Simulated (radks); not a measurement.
Removal energies from the thallium ion Tl3+, [Xe] 4f14 5d10, by Delta-SCF beside the eigenvalue of the level emptied. Calculated with a radial shooting solver on a logarithmic mesh with Libxc functionals: Dirac Kohn-Sham, PBE, spin-unpolarised, spherical densities, finite nucleus; Fermi nuclear charge, rms radius of each element as measured or else 0.836 A^(1/3) + 0.57 fm. Sub-shells are occupied by j as written (lower j first in brackets).

removed from                         final configuration  Delta-SCF (eV)  -eigenvalue (eV)
5d5/2                       [Xe] 4f14 5d(3/2: 4, 5/2: 5)          50.792            43.381
5d3/2                       [Xe] 4f14 5d(3/2: 3, 5/2: 6)          53.259            45.688
5p3/2         [Kr] 4d10 4f14 5s2 5p(1/2: 2, 3/2: 3) 5d10          108.75            100.01
5p1/2         [Kr] 4d10 4f14 5s2 5p(1/2: 1, 3/2: 4) 5d10          129.46            120.22
